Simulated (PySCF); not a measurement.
From one molecule to another.

First species: C₃H₁₀N₂OSi.
SMILES: `C=N[Si@H](O)N(C)C`

Second species: C6H11N3OSi.
SMILES: `Cc1nn([SiH](C)C)nc1C=O`

Levels: PBE0/pcSseg-1 for dipole moment, HOMO energy, LUMO energy and HOMO–LUMO gap; GFN2-xTB for rotational constant A and rotational constant C. Geometries: GFN2-xTB. Each structure is a single optimised conformer of the isolated species, non-relativistic unless stated. Electronic properties by PySCF.

The conformers computed, where there is a choice (atom-mapped SMILES and torsion angles):
- `[CH2:1]=[N:2][Si@H:3]([OH:4])[N:5]([CH3:6])[CH3:7]`: C1–N2–Si3–O4 -121°, N2–Si3–N5–C6 -50°, H–O4–Si3–N2 -47°
- `[CH3:1][c:2]1[n:3][n:4]([SiH:5]([CH3:6])[CH3:7])[n:8][c:9]1[CH:10]=[O:11]`: N3–N4–Si5–C6 60°, N8–C9–C10–O11 180°

```csv
property,column X,column Y
dipole moment,1.48 D,4.05 D
HOMO energy,-6.26 eV,-7.53 eV
LUMO energy,-0.81 eV,-1.55 eV
HOMO–LUMO gap,5.45 eV,5.98 eV
rotational constant A,3.027 GHz,2.089 GHz
rotational constant C,1.201 GHz,0.477 GHz
```

Question: Which column belongs to which species?

Answer: Column X is the first species and column Y the second. The first has 17 atoms and 64 electrons, the second 22 and 90.

Question: How does each property change from the first species to the second?

Answer: dipole moment +2.57 D; HOMO energy -1.27 eV; LUMO energy -0.74 eV; HOMO–LUMO gap +0.53 eV; rotational constant A -0.938 GHz; rotational constant C -0.724 GHz.

On the first: In atomic units the dipole is 0.58 e·bohr (1 au = 2.5417 D).

On the second: In atomic units the dipole is 1.59 e·bohr (1 au = 2.5417 D).
